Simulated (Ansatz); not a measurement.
`[F][In@-]1([Cl])[Cl+][In@-]([F])([Cl])[Cl+]1`. Total charge 0; spin multiplicity 1. Correlated methods include outer-core shells of In, which these sets cover unevenly. In: def2 effective core potential.

```xyz
8

F    -2.7036   -0.2209    1.4222
In   -1.7044    0.5162   -0.0477
Cl   -2.5337    1.8837   -1.6774
Cl   -0.3922   -1.3857   -0.9822
In    1.7057   -0.5156    0.0462
F     2.7349    0.2060   -1.4105
Cl    2.4951   -1.8859    1.6932
Cl    0.3982    1.4021    0.9562
```

Q: Give the diagnostics of a CCSD(T)/def2-TZVPP run (frozen core, Ansatz). (Estimate.)

A: Ansatz gave: T1 = 0.0141, largest single amplitude 0.050, largest double 0.016, (T) share of the correlation energy 3.6 %, 9 CCSD cycles. The RHF solution is stable towards an unrestricted one. T1 lies under the customary mark of 0.02 for closed shells.
